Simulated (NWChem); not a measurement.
System: K, doublet

Program: NWChem. Spin-unrestricted. Medium grid unless said otherwise, to which SCAN and Minnesota functionals are sensitive. No stability test was run on the SCF state. Total energies of different functionals are on different scales.

```json
[
 {"level": "B3LYP/def2-SVP", "energy (Ha)": "-599.8473", "highest occupied level (eV)": "(withheld)", "lowest empty minus highest occupied level, either spin (eV)": "(withheld)", "<S²>": "0.750"},
 {"level": "PBE/def2-SVP", "energy (Ha)": "-599.6127", "highest occupied level (eV)": "-2.56", "lowest empty minus highest occupied level, either spin (eV)": "1.13", "<S²>": "0.750"},
 {"level": "B97-2/def2-SVP", "energy (Ha)": "-599.8878", "highest occupied level (eV)": "-2.68", "lowest empty minus highest occupied level, either spin (eV)": "2.46", "<S²>": "0.750"},
 {"level": "B97-D/def2-SVP", "energy (Ha)": "-599.8905", "highest occupied level (eV)": "-2.26", "lowest empty minus highest occupied level, either spin (eV)": "1.67", "<S²>": "0.750"},
 {"level": "MN15/def2-SVP", "energy (Ha)": "-599.7375", "highest occupied level (eV)": "-3.04", "lowest empty minus highest occupied level, either spin (eV)": "3.37", "<S²>": "0.750"},
 {"level": "CAM-B3LYP/def2-SVP", "energy (Ha)": "-599.8528", "highest occupied level (eV)": "-3.68", "lowest empty minus highest occupied level, either spin (eV)": "2.64", "<S²>": "0.750"},
 {"level": "r2SCAN0/def2-SVP", "energy (Ha)": "-599.7977", "highest occupied level (eV)": "-3.01", "lowest empty minus highest occupied level, either spin (eV)": "1.42", "<S²>": "0.750"},
 {"level": "LC-BLYP (range parameter 0.33 per bohr)/def2-SVP", "energy (Ha)": "-599.5746", "highest occupied level (eV)": "-4.28", "lowest empty minus highest occupied level, either spin (eV)": "3.74", "<S²>": "0.750"}
]
```

Q: Some entries are withheld; supply them.

A: 
- B3LYP/def2-SVP, highest occupied level (eV): -2.92
- B3LYP/def2-SVP, lowest empty minus highest occupied level, either spin (eV): 1.28
